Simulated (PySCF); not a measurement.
**Working out the ionisation energy of Bi**

Bi [Xe] 4f14 5d10 6s2 6p3 (4S) → Bi⁺ [Xe] 4f14 5d10 6s2 6p2 (3P). Computed with PySCF 2.14 in aug-cc-pVTZ-DK3, with the spin-free X2C one-electron Hamiltonian (Gaussian nucleus). Frozen: [Xe] 4f14 5d10. Energies in hartree (1 hartree = 27.21139 eV):

```
             part     Bi (lower)    Bi⁺ (upper)
              UHF  -21527.104874  -21526.802522
MP2 opposite-spin      -0.036131      -0.031101
    MP2 same-spin      -0.014767      -0.006924
```

Task: What does Hartree-Fock give?

Result: (-21526.802522) − (-21527.104874) = 0.302352 hartree = 8.227 eV.

Task: What do MP2 and SCS-MP2 (6/5 opposite-spin, 1/3 same-spin) give?

Result: The opposite-spin parts differ by 0.137 eV and the same-spin parts by 0.213 eV. MP2: 8.227 + (0.137) + (0.213) = 8.577 eV. SCS-MP2: 8.227 + 1.2 × (0.137) + (0.213)/3 = 8.462 eV.

Reference: 7.286 eV (measured; NIST Atomic Spectra Database, ionization energies), between the lowest levels; spin-orbit coupling is absent from the calculation.

What remains against the reference includes basis incompleteness, the frozen core and correlation beyond second order.
